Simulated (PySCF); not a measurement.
Isomers of C5H7FS, one GFN2-xTB conformer each. Single-point energies are computed at PBE0/pcSseg-1 (PySCF, gas phase, no added dispersion term), electronic only.

| SMILES | GFN2-xTB relative energy (kcal/mol) |
| --- | --- |
| CC(C)(F)C=C=S | 0.0 |
| C=CC[C@]1(F)CS1 | 3.1 |

Conformers: `[CH3:1][C:2]([CH3:3])([F:4])[CH:5]=[C:6]=[S:7]` with C1–C2–C5–C6 -63°; `[CH2:1]=[CH:2][CH2:3][C@:4]1([F:5])[CH2:6][S:7]1` with C1–C2–C3–C4 118°, C2–C3–C4–F5 70°.

What does PBE0/pcSseg-1 give for the same structures?

| SMILES | PBE0/pcSseg-1 E (Eh) | PBE0/pcSseg-1 (kcal/mol) | GFN2-xTB (kcal/mol) | point group |
| --- | --- | --- | --- | --- |
| CC(C)(F)C=C=S | -692.21470 | 0.0 | 0.0 | Cs |
| C=CC[C@]1(F)CS1 | -692.21109 | 2.3 | 3.1 | C1 |

Both levels put the same isomer lowest. As drawn, the lower has cumulated double bonds and a C=S bond, which the higher lacks; the higher has a three-membered ring, which the lower lacks. Neighbours under 2.5 kcal/mol apart (CC(C)(F)C=C=S and C=CC[C@]1(F)CS1) can change places with a better method, another conformer or zero-point energy.

Which frontier levels, dipoles and rotational constants go with these structures?

```json
{"SMILES": "CC(C)(F)C=C=S", "HOMO (eV, PBE0/pcSseg-1)": "-6.56", "LUMO (eV)": "-2.37", "dipole (D)": "0.91", "A, B, C (MHz)": "4593, 1059, 1056"}
{"SMILES": "C=CC[C@]1(F)CS1", "HOMO (eV, PBE0/pcSseg-1)": "-6.90", "LUMO (eV)": "-0.23", "dipole (D)": "2.21", "A, B, C (MHz)": "4183, 1369, 1227"}
```

As an exercise, what shares would exp(−E/RT) give at 1000 K from these electronic energies alone (no entropy, no degeneracies)?

RT = 1.987 kcal/mol: CC(C)(F)C=C=S 75.8 %, C=CC[C@]1(F)CS1 24.2 %.
